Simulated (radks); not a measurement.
Values are calculated unless marked as measured or tabulated.
The nitrogen anion N-, [He] 2s2 2p4, held by a Watson sphere: a shell of charge +1 at radius R that stands for the Madelung well of a crystal (potential energy -1/R inside, -1/r outside, in hartree with lengths in bohr). Level of theory: non-relativistic Kohn-Sham, LDA (Slater exchange, Perdew-Wang correlation), spin-polarised, spherical densities, point nucleus; open shells are filled with parallel spins first (a radial shooting solver on a logarithmic mesh with Libxc functionals). Response by self-consistent Sternheimer equations with the Hartree and adiabatic LDA kernel. The sphere does not respond.

R (bohr)  e(2s down) (eV)  e(2p up) (eV)  e(2p down) (eV)  <r> 2p (bohr)  sum of <r^2> (bohr^2)  X-ray form factor at sin(theta)/lambda = 0.2 1/angstrom  alpha (bohr^3)
2.14              -16.164         -7.598           -5.383          1.734                  18.62                                                    4.765           14.76
2.2               -16.028         -7.481           -5.277          1.747                  18.82                                                    4.753           15.27
3.14              -14.266         -5.898           -3.794          1.938                  21.52                                                    4.641           25.53
3.22              -14.146         -5.785           -3.686          1.954                  21.72                                                    4.637           26.63
3.32              -14.000         -5.650           -3.554          1.973                  21.97                                                    4.632           28.07
3.66              -13.548         -5.225           -3.141          2.041                  22.78                                                    4.619           33.56
3.89              -13.276         -4.969           -2.889          2.087                  23.31                                                    4.613           37.91
